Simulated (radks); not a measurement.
Q: Mg, configuration [Ne] 3s2. All-electron calculation, scalar-relativistic Kohn-Sham, Slater X-alpha with alpha = 0.744, spin-polarised, spherical densities, finite nucleus; Fermi nuclear charge, rms radius 3.057 fm. Program: a radial shooting solver on a logarithmic mesh with Libxc functionals. Some entries of the table are withheld. Estimate them.

| orbital | occ. | eigenvalue (hartree) | r(max) (bohr) | <1/r> (bohr^-1) |
|---|---|---|---|---|
| 1s | 2 | (1) | 0.08522 | (2) |
| 2s | 2 | -2.94399 | 0.5463 | 2.103 |
| 2p | 6 | (3) | (4) | (5) |
| 3s | 2 | -0.15850 | 2.501 | 0.4274 |

A: 
(1) 1s eigenvalue (hartree): -46.34065
(2) 1s <1/r> (bohr^-1): 11.61
(3) 2p eigenvalue (hartree): -1.74232
(4) 2p r(max) (bohr): 0.4748
(5) 2p <1/r> (bohr^-1): 1.969
